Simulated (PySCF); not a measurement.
A PySCF script (with the pyscf-properties extension) for the NMR shieldings of `InChI=1S/C7H11FSi2/c1-3-7(8)6(9-2)4-5-10-7/h1,4H,5,9-10H2,2H3/t7-/m1/s1`, on a GFN2-xTB geometry:

```python
import basis_set_exchange as bse
import numpy as np
from pyscf import gto, dft
from pyscf.prop import nmr

atoms = """
C    -0.760178    2.048383    1.835449
C    -0.525042    0.931167    1.471219
C    -0.284666   -0.422653    1.032839
F     0.718643   -0.992713    1.836803
Si   -1.917776   -1.469843    1.057613
C    -2.123582   -1.259431   -0.825646
C    -0.765935   -0.817167   -1.290444
C     0.154580   -0.428071   -0.414641
Si    1.936868    0.031065   -0.832232
C     2.452638    1.605443    0.088772
H    -0.955288    3.029878    2.150306
H    -2.964769   -0.840173    1.859742
H    -1.609579   -2.838602    1.465897
H    -2.425880   -2.165417   -1.352505
H    -2.867286   -0.498862   -1.074959
H    -0.560447   -0.829942   -2.351276
H     1.996613    0.234013   -2.287111
H     2.808295   -1.086956   -0.449368
H     2.422298    1.453956    1.163532
H     3.465225    1.893388   -0.177033
H     1.796349    2.439478   -0.143258
"""
names = dict.fromkeys(["C", "F", "Si", "H"], "pcSseg-1")
basis = {el: gto.basis.parse(bse.get_basis(n, elements=[el], fmt="nwchem")) for el, n in names.items()}
mol = gto.M(atom=atoms, basis=basis, charge=0, verbose=0)
mf = dft.RKS(mol, xc="PBE0")
mf.grids.level = 2
mf.grids.alignment = dft.numint.BLKSIZE   # the property module wants whole blocks of grid points
mf.conv_tol = 1e-9
mf.kernel()

calc = nmr.RKS(mf)   # GIAO
C = mf.mo_coeff
Co = C[:, mf.mo_occ > 0]
resp = mf.gen_response(singlet=True, hermi=2)
def vind(x):   # induced exchange potential for any number of trial vectors
    d = np.einsum("pi,xij,qj->xpq", C, 2 * x.reshape(-1, C.shape[1], Co.shape[1]), Co, optimize=True)
    return np.einsum("xpq,pi,qj->xij", resp(d - d.transpose(0, 2, 1)), C, Co, optimize=True).ravel()
mo1, _ = nmr.rhf.solve_mo1(calc, with_cphf=vind)
sigma = calc.kernel(mo1)
for i, s in enumerate(sigma):   # ppm
    print("%2d %-2s %9.2f" % (i, mol.atom_pure_symbol(i), np.trace(s) / 3))
```

**Question.** Give the expected output.

**Answer.** 
```
 0 C      94.64
 1 C      98.87
 2 C      89.46
 3 F     367.51
 4 Si    358.84
 5 C     166.99
 6 C      35.80
 7 C      33.23
 8 Si    396.92
 9 C     191.66
10 H      28.89
11 H      27.06
12 H      27.07
13 H      29.83
14 H      29.64
15 H      25.26
16 H      27.29
17 H      27.02
18 H      30.77
19 H      31.57
20 H      31.24
```

These numbers come from an equivalent density-fitted implementation of the same equations, which agrees with the script to about 0.01 ppm for H and up to a few tenths of a ppm for heavy atoms, so last digits may differ.

**Question.** Turn these shieldings into chemical shifts. Scale: 13C (186.93 ppm) and 29Si (349.16 ppm) and 1H (31.72 ppm) vs TMS; CFCl3 for 19F (170.95 ppm) (reference shieldings calculated alike).

**Answer.** Averaging equivalent atoms: C 7: 153.7; C 6: 151.1; C 2: 97.5; C 0: 92.3; C 1: 88.1; C 5: 19.9; C 9: -4.7; F 3: -196.6; Si 4: -9.7; Si 8: -47.8; H 15: 6.45; H 17: 4.70; H 11: 4.65; H 12: 4.65; H 16: 4.43; H 10: 2.83; H 14: 2.07; H 13: 1.88; H 18/19/20: 0.52 ppm. Unscaled 19F shifts against computed CFCl3 carry errors that often reach 10 to 50 ppm.

Size and cost of the density-fitted run: 239 basis functions, 2.2 min wall time on 1 thread of an Arm Neoverse N1, shared host; peak memory 1.1 GiB.
